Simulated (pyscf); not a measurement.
## `[GeH3][Br]`, singlet

Gas-phase minimum from PySCF at ωB97X-D3(BJ)/def2-SVP, one conformer. 

SMILES: [GeH3][Br]
```xyz
5

Ge     0.6339    -0.5318     0.3097
Br     1.6307     1.3271    -0.6133
H      0.5990    -0.3277     1.8264
H     -0.7777    -0.6326    -0.2740
H      1.4855    -1.7451    -0.0724
```

Bond lengths (Å): Ge1–Br2 2.302, Ge1–H3 1.531, Ge1–H4 1.531, Ge1–H5 1.531. Bond angles (°): Br2–Ge1–H3 107.4, Br2–Ge1–H4 107.4, Br2–Ge1–H5 107.4, H3–Ge1–H4 111.4, H3–Ge1–H5 111.4, H4–Ge1–H5 111.4.

Properties at ωB97X-D3(BJ)/def2-SVP:

```yaml
harmonic_wavenumbers_unscaled: 324, 592, 592, 866, 895, 895, 2217, 2220, 2220 cm⁻¹
zero_point_energy: 15.5 kcal/mol
rotational_symmetry_number: 3
Entropy of this conformer at 298 K and 1 atm, rigid rotor and harmonic oscillator, modes under 100 cm⁻¹ raised to 100: 274.6 J/(mol K)
dipole_moment: 1.94 D
```

Single-point totals, which compare only within one level (frozen core for MP2 and CC):

| level | total energy (hartree) |
|---|---|
| ωB97X-D3(BJ)/def2-TZVP | -4652.87223 |
| PBE/def2-TZVP | -4652.28104 |
| r²SCAN/def2-TZVP | -4652.96691 |
| B3LYP-D3(BJ)/def2-TZVP | -4653.07802 |
| PBE0-D3(BJ)/def2-TZVP | -4652.43317 |
| M06-2X/def2-TZVP | -4653.02698 |
| ωB97M-D3(BJ)/def2-TZVP | -4653.01536 |
| HF/def2-TZVPP | -4649.56856 |
| MP2/def2-TZVPP | -4650.10724 |
| CCSD/def2-TZVPP | -4650.12526 |
| CCSD(T)/def2-TZVPP | -4650.14350 |

The CCSD(T) − MP2 part came from Ansatz, without density fitting, on the same reference. The frozen core leaves the outer d or s,p core shells of the metals and heavy elements correlated in the MP2 and CC values, and def2-TZVPP describes them poorly, so these totals are far from the basis limit. Elements up to Kr have no core potential and no relativistic terms here.
